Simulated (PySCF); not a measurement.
# Hartree-Fock beside MP2: BClGeH3 cation

These are calculations, not measurements. They come from PySCF 2.14.0, an open-source quantum chemistry program, on an isolated molecule that a program drew, which may never have been made. The molecule is BClGeH3 cation (charge +1, singlet), drawn as the SMILES string `[BH2][GeH+][Cl]`.

The geometry was optimised and harmonic frequencies were computed with HF and MP2, all in the cc-pV(D+d)Z basis, for the commonest isotopes, with a restricted reference for singlets and an unrestricted one otherwise, and a frozen core in MP2. Germanium has the cc-pVDZ-PP basis, with a core potential (ECP10MDF) in place of its 10 inner electrons, and its 3s, 3p and 3d shells are frozen in MP2. Each result is a local minimum of its method.

Geometry at the HF minimum:
```xyz
6
BClGeH3 cation, angstrom
B    -0.8422    2.0910   -0.4759
Ge   -2.4337    1.7817    0.8607
Cl   -2.3789    2.8106    2.6639
H    -0.9711    2.9792   -1.2518
H     0.0894    1.3651   -0.3627
H    -3.6708    0.9131    0.7586
```

Lengths of the bonds as drawn, in Å (atoms numbered as above):
| bond | HF | MP2 |
|---|---|---|
| B1-Ge2 | 2.101 | 2.092 |
| Ge2-Cl3 | 2.077 | 2.082 |
| B1-H4 | 1.186 | 1.196 |
| B1-H5 | 1.186 | 1.196 |
| Ge2-H6 | 1.515 | 1.526 |

Rotational constants, in GHz:
| constant | HF | MP2 |
|---|---|---|
| A | 13.96 | 13.78 |
| B | 3.346 | 3.358 |
| C | 2.766 | 2.768 |

Harmonic frequencies in cm^-1, each column in rising order, so a row needn't be the same motion in every method:
```
rank,HF,MP2
1,136,125
2,172,180
3,412,383
4,478,481
5,543,543
6,722,680
7,752,708
8,950,?
9,1194,1135
10,2321,2245
11,2759,2686
12,2906,2832
```

**Estimate the missing MP2 frequency from the HF column.**

A single factor s that minimises the squared misfit of MP2 against s times HF over the other rows is sum(HF x MP2) / sum(HF^2) = 0.9701, with an rms misfit of 16 cm^-1. For rank 8 it gives 0.9701 x 950 = 922 cm^-1. The calculation gives 911 cm^-1, 11 cm^-1 below the estimate. The drawn bonds are on average 0.4 % longer in MP2 than in HF.
